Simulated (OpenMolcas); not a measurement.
Lines of Zr: computed and rescaled rates

```yaml
Program: OpenMolcas
Method: "SS-CASPT2, IPEA 0.25 Eh, imaginary shift 0.1 Eh (closed shells correlated: 4s 4p 5s)"
Basis: ANO-R3 [8s6p5d3f2g1h]
Scalar_Hamiltonian: X2C, finite nucleus
Active_space: 2 electrons in 5 orbitals (4d)
State_averaging: 2S+1 = 3 even, 10 roots; 2S+1 = 1 even, 15 roots
Spin-orbit_coupling: state interaction with AMFI integrals over the reference wave functions, term energies averaged over their components
```

Rates come from the transition moments of the reference wave functions (E1 and E2 in the length form). At fixed line strength A goes as λ^-3 for E1 and M1 and as λ^-5 for E2, so a rate at the computed wavelength can be rescaled to the measured one. Measured vacuum wavelengths follow from level energies in NIST Handbook of Basic Atomic Spectroscopic Data. Branching counts decays inside the model space alone, at computed energies, and the table is only a selection of the E2 and M1 lines, drawn from those between levels with measured partners whose computed energy lies within a factor of 1.5 of the measured one.

```csv
Upper,Lower,Type,λ computed (nm),λ measured (nm),A computed (s-1),A rescaled (s-1),Branching %
4d² 5s² ¹S₀,4d² 5s² ³P₁,M1,822.4,1141,4.90e-01,,11.7
4d² 5s² ¹S₀,4d² 5s² ³P₂,E2,853.6,1117,3.96e-02,,0.9
4d² 5s² ¹G₄,4d² 5s² ³F₄,M1,1220,1467,3.56e-02,,55.1
4d² 5s² ¹D₂,4d² 5s² ³F₃,M1,2464,2207,3.37e-02,,56.3
4d² 5s² ¹G₄,4d² 5s² ³F₃,M1,1122,1336,2.75e-02,,42.5
4d² 5s² ¹D₂,4d² 5s² ³F₂,M1,2141,1960,2.61e-02,,43.6
4d² 5s² ³F₄,4d² 5s² ³F₃,M1,14020,14920,7.35e-03,6.10e-03,100.0
4d² 5s² ³F₃,4d² 5s² ³F₂,M1,16320,17530,5.85e-03,4.72e-03,100.0
4d² 5s² ¹G₄,4d² 5s² ³F₂,E2,1050,1241,4.44e-04,,0.7
4d² 5s² ³P₁,4d² 5s² ³P₀,M1,40890,55730,2.63e-04,1.04e-04,0.6
```

Spin-changing lines and M1 lines between different terms are not rescaled, since their strength hangs on the term gaps too.

The largest correction is for 4d² 5s² ³P₁ → 4d² 5s² ³P₀ (M1): 2.63e-04 × (40890 / 55730)^3 = 1.04e-04 s-1, a factor of 0.39.

The computed rate and branching of 4d² 5s² ³F₃ → 4d² 5s² ³F₂ give the upper level a radiative lifetime of 1.000 / 5.85e-03 s-1 = 1.71e+02 s, counting decays inside the model space alone. The rescaled rate gives about 2.1e+02 s.

The computed order of these levels differs from the measured one in 2 places, and where term gaps are wrong the rates of spin-changing lines can be off by large factors.

No measured rate stands beside these. Rescaling mends the energy factor alone: line strengths can still be far off where a level mixes with configurations outside the active space, and weak or spin-changing lines hang on small mixing coefficients that depend on the term gaps too, so rescaling need not improve them.

CASPT2 does not keep the components of a term degenerate, so their means are used; among the terms shown or strongly mixed into the levels shown the widest spread is 530 cm-1 (4d² 5s² ³F). With the s shell closed, the reference lacks s² → p², s² → d² and s → d mixing, so excited terms can stand far too high and out of order, with CASPT2 too. Some terms miss by over 15 % even with CASPT2, which points to a basis or an active space too small for the shells correlated. Computed and measured levels are paired by configuration, term and J; levels that our copy of the source lacks, or whose pairing is in doubt (as where it misses far off the trend of its configuration), stay unpaired. Levels of configurations outside the active space are missing.
